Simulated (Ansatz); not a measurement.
Process, species as SMILES: [SiH3]O[Si](Cl)(O[SiH3])O[SiH3] + 7 [H][H] (H2) → Cl (HCl) + 3 O (H2O) + 4 [SiH4] (SiH4)
Geometries: B3LYP-D3(BJ)/def2-TZVP minima from Ansatz (an electronic-structure program), one conformer each, not searched for the lowest.
Geometry of the first species:
```
Si
O 1 1.6088
O 1 1.6089 2 110.09
O 1 1.6090 2 110.08 3 121.59
Si 2 1.6462 1 145.55 3 165.42
Si 4 1.6463 1 145.38 2 164.23
Si 3 1.6464 1 145.31 2 -75.03
H 5 1.4768 2 107.54 1 168.02
H 6 1.4768 4 107.55 1 166.11
H 7 1.4768 3 107.55 1 165.46
H 7 1.4784 10 110.05 3 -119.32
H 6 1.4784 9 110.04 4 -119.32
H 5 1.4784 8 110.06 2 -119.36
H 7 1.4797 10 110.02 11 -120.94
H 5 1.4797 8 110.02 13 -120.94
H 6 1.4797 9 110.03 12 -120.94
Cl 1 2.0622 2 108.85 5 46.21
```
Charge 0, spin multiplicity 1.

Wanted: energy of full hydrogenation (electronic energy difference), in kcal/mol. Valence correlation only, unless marked. Spin-orbit coupling is left out. No relativistic terms. CBS(X,Y): correlation extrapolated as X^-3; Hartree-Fock from the larger set. The bracket is a focal-point correction in the basis named.

| level | program | energy of full hydrogenation (kcal/mol) |
|---|---|---|
| PBE/def2-TZVPD | Ansatz | 119.5 |

Q: Estimate the value at RI-MP2/CBS(aug-cc-pV(T+d)Z,aug-cc-pV(Q+d)Z)+[CCSD(T)-MP2]/aug-cc-pV(T+d)Z as computed with Ansatz.

A: 144.7 kcal/mol, so PBE/def2-TZVPD differs from it by -25.2 kcal/mol.
